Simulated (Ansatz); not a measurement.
Geometry optimisation, Ansatz, RKS LDA/def2-SVP.

The input (input.yaml):

```yaml
crystal:
  periodic: [false, false, false]
  atoms:
    - { symbol: Ti, position_ang: [0.210373, 0.102348, -0.035492] }
    - { symbol: Cl, position_ang: [0.282454, 0.052667, 2.280792] }
    - { symbol: F, position_ang: [1.820739, -0.114918, -0.563194] }
    - { symbol: F, position_ang: [-0.279883, 1.597645, -0.702375] }
    - { symbol: F, position_ang: [-0.677672, -1.228112, -0.67824] }
    - { symbol: O, position_ang: [-2.717952, -0.007363, 0.967343] }
    - { symbol: H, position_ang: [-2.646061, -0.887847, 0.538079] }
    - { symbol: H, position_ang: [-2.237898, -0.14412, 1.825787] }
basis:
  gaussian: { orbitals: def2-SVP }
hamiltonian:
  xc: lda
relax:
  f_tol: 0.03
  max_steps: 50
output:
  orbitals: {}
```

Launched with:

```bash
$ ansatz run input.yaml --threads 4 --pin off --max-ram 5120MiB --backend cpu --events-out ev --progress --plain --runs-dir out
```

Q: Where does it end, and by what steps?

A: It converged. After 6 steps the energy has fallen by 0.670 eV; O6 moved furthest, 0.57 Å. Joined: Ti1–O6 (3.10 → 2.21 Å).

```json
{"step": "0", "energy less start (eV)": "0.0000", "largest force component (eV/Å)": "1.760", "accepted": "yes"}
{"step": "1", "energy less start (eV)": "-0.2617", "largest force component (eV/Å)": "1.110", "accepted": "yes"}
{"step": "2", "energy less start (eV)": "-0.4622", "largest force component (eV/Å)": "1.393", "accepted": "yes"}
{"step": "3", "energy less start (eV)": "-0.6325", "largest force component (eV/Å)": "1.088", "accepted": "yes"}
{"step": "4", "energy less start (eV)": "-0.6597", "largest force component (eV/Å)": "0.254", "accepted": "yes"}
{"step": "5", "energy less start (eV)": "-0.6688", "largest force component (eV/Å)": "0.086", "accepted": "yes"}
{"step": "6", "energy less start (eV)": "-0.6703", "largest force component (eV/Å)": "0.029", "accepted": "yes"}
```

```xyz
8
Properties=species:S:1:pos:R:3
Ti -0.084 0.057 0.080
Cl 0.239 0.015 2.284
F 1.563 -0.093 -0.398
F -0.485 1.573 -0.622
F -0.725 -1.348 -0.731
O -2.174 0.037 0.789
H -2.530 -0.819 0.468
H -2.051 -0.051 1.763
```

Time of the run: 8.7 s on 4 threads of Arm Neoverse V1 (shared host), peak memory 0.18 GiB.
